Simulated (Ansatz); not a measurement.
Reaction R1 → P1 + P2, each structure at its B3LYP-D3(BJ)/def2-TZVP stationary point, reached from a drawn start (curvature not checked).
R1, CH2Cl2 (SMILES ClCCl) (charge 0, multiplicity 1):
```xyz
5

C     -0.003    -0.151     0.003
Cl     1.499     0.806     0.012
Cl    -1.468     0.859    -0.042
H     -0.030    -0.741     0.911
H      0.002    -0.773    -0.884
```
P1, CH2Cl (SMILES [CH2]Cl) (charge 0, multiplicity 2):
```xyz
4

C     -0.172     0.007    -0.016
Cl     1.517    -0.059     0.146
H     -0.635     0.977    -0.068
H     -0.710    -0.925    -0.062
```
P2: Cl atom, charge 0, multiplicity 2.

P less R. No zero-point or thermal terms; singlets are restricted closed shells; open shells are unrestricted; no spin–orbit coupling.

Cores are frozen in the correlated methods. CBS(a, b) extrapolates the correlation energy as X⁻³ and adds the Hartree–Fock energy of set b.

Run with Ansatz (Gaussian basis) for Hartree–Fock, density functionals and correlated methods. Each number belongs to the level named beside it.

PBE/def2-TZVPP gives 346.8 kJ/mol for the reaction energy.

Where do these levels fall relative to PBE: r2SCAN/def2-TZVPP, PBE0/def2-TZVPP, wB97M-V/def2-TZVPP, B2PLYP/def2-TZVPP, MP2/CBS(cc-pV(T+d)Z, cc-pV(Q+d)Z), CCSD(T)/CBS(cc-pV(T+d)Z, cc-pV(Q+d)Z).

r2SCAN/def2-TZVPP -19.3; PBE0/def2-TZVPP -11.7; wB97M-V/def2-TZVPP 0.2; B2PLYP/def2-TZVPP -19.3; MP2/CBS(cc-pV(T+d)Z, cc-pV(Q+d)Z) 26.3; CCSD(T)/CBS(cc-pV(T+d)Z, cc-pV(Q+d)Z) -0.5 kJ/mol. 2 of 6 lie above PBE; the widest gap is to MP2/CBS(cc-pV(T+d)Z, cc-pV(Q+d)Z).

Ansatz is a first-principles code.
